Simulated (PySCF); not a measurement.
Compound: C3H8FN3Si2.
Atom-mapped SMILES: `[F:1][c:2]1[cH:3][n:4][cH:5][n:6]1[SiH2:7][NH:8][SiH3:9]`

Cartesian coordinates in Å at the GFN2-xTB level; atoms count from 1:
```xyz
17
C3H8FN3Si2 angstrom
F      1.1436    0.8599    1.7154
C      1.4953    0.1671    0.6266
C      2.4677   -0.7611    0.4363
N      2.4129   -1.1640   -0.8678
C      1.4442   -0.4922   -1.4096
N      0.8271    0.3605   -0.5451
Si    -0.5759    1.3915   -0.7849
N     -1.9036    0.5360   -0.1061
Si    -1.9482   -0.8137    1.0114
H      3.1856   -1.1579    1.1230
H      1.1418   -0.5765   -2.4329
H     -0.7034    1.5022   -2.2356
H     -0.2613    2.6503   -0.1131
H     -2.7949    0.9786   -0.2592
H     -1.0666   -1.8509    0.4786
H     -1.5204   -0.3895    2.3453
H     -3.3510   -1.2281    1.0079
```

Definitions: NICS(0) = −σiso at the ring centroid; NICS(1) = −σiso and NICS(1)zz = −σzz at ±1 Å along the ring normal z. Level: GIAO PBE0/pcSseg-1 (PySCF, non-relativistic, gas phase) on the GFN2-xTB geometry, one conformer.

Ring bond lengths (Å), with Mayer bond orders in brackets: C2–C3 1.358 (1.57), C3–N4 1.366 (1.28), N4–C5 1.297 (1.67), C5–N6 1.362 (1.12), N6–C2 1.363 (1.11).

Question: Give the NICS values of each ring in ppm.

Answer: 
```csv
ring,type,NICS(0),"NICS(1), two faces","NICS(1)zz, two faces",rms pucker (Å),"centre to ring atoms, mean (Å)"
C2–C3–N4–C5–N6,5-membered ring with 2 N; formal bonds all aromatic,-12.5,-9.9 / -9.9,-26.9 / -26.7,0.00,1.15
```

Question: What can be read from them?

Answer: 
- C2–C3–N4–C5–N6: mean NICS(1)zz -26.8 ppm, shielded. For a flat ring without four-coordinate atoms the NICS criterion counts such a value as aromatic.

Question: And the bond-length index? HOMA = 1 − mean of α(R − Ropt)² over the ring bonds, with Krygowski's 1993 parameters (CC: Ropt 1.388 Å, α 257.7 Å⁻²; CN: Ropt 1.334 Å, α 93.52 Å⁻²).

Answer: 
- C2–C3–N4–C5–N6: HOMA 0.88; the largest term is that of C2–C3, α(R − Ropt)² = 0.24. The geometric and the magnetic index point the same way.

Question: How shielded are the nuclei of the rings and their hydrogens (means over atoms taken as equivalent)?

Answer: 
```csv
atoms,environment,σ isotropic (ppm)
C2,aromatic C–F carbon,26.1
C3,aromatic CH next to a ring nitrogen,72.5
N4,pyridine-type nitrogen,-42.4
C5,aromatic CH next to a ring nitrogen,52.5
N6,pyrrole-type nitrogen,87.1
H10,aromatic hydrogen,24.79
H11,aromatic hydrogen,24.71
```
